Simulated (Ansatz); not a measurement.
Job for Ansatz (an electronic-structure program): U-CAM-B3LYP/def2-TZVPP on Cs2+, 2S+1 = 2, a spin state set in the input, which need not be the lowest, a point of a bond scan (R = 5.450 Å). Charge +1. Elements past Kr take the def2 small-core potentials; no spin–orbit coupling.

Ansatz 0.2 input:
```yaml
crystal:
  periodic: [false, false, false]
  atoms:
    - {symbol: Cs, position_ang: [0.00000000, 0.00000000, 0.00000000]}
    - {symbol: Cs, position_ang: [0.00000000, 0.00000000, 5.44989900]}
basis:
  gaussian:
    orbitals: def2-TZVPP
    pivot_positions_ang: [[0.00000000, 0.00000000, 0.00000000], [0.00000000, 0.00000000, 5.44989900]]
hamiltonian:
  xc: {name: CAM-B3LYP}
total_charge: 1
magnetization: {spin_polarized: true, initial_magnetization: 1}
output: {forces: true, orbitals: {seedname: ./end}}
```

Program output:

```
WARN ansatz: RAYON_NUM_THREADS=1 ignored (pool sized by the plan → 1); use --threads N
Functional definition: CAM-B3LYP
integrals: 0.02 GiB planned
480 factors; their error is unknown
integrals: 0.06 GiB planned
222 factors; integrals over basis functions are off by at most 1.1e-4 eV
mean field: 0.28 GiB planned
mean field evaluation 1: about -1091.0519 eV, gradient 2.3e0 eV
mean field evaluation 2: about -1091.1365 eV, gradient 1.0e0 eV
mean field evaluation 4: about -1091.1651 eV, gradient 8.4e-2 eV
mean field evaluation 8: about -1091.1937 eV, gradient 4.2e-3 eV
mean field -1091.19372468 eV, -40.1006297442 hartree, gradient 1.8e-5 eV, S^2 0.750081; 0 other end points of the search recorded, 0 dependent functions left out
the calculation of the forces begins
reference -1091.19390894 eV, -40.1006365158 hartree; 9, 8 occupied and 63, 64 virtual orbitals, 480 factors
Total energy: -1091.19390894 eV, -40.1006365158 hartree
Atom 0 at     0.000000     0.000000     0.000000 Å, force     0.000000    -0.000000     0.014276 eV/Å
Atom 1 at     0.000000     0.000000     5.449899 Å, force    -0.000000     0.000000    -0.014276 eV/Å
Dipole moment:    -0.000000     0.000000     0.000000 e Å
```

The run converged.

Cost: very roughly 5 core-seconds.
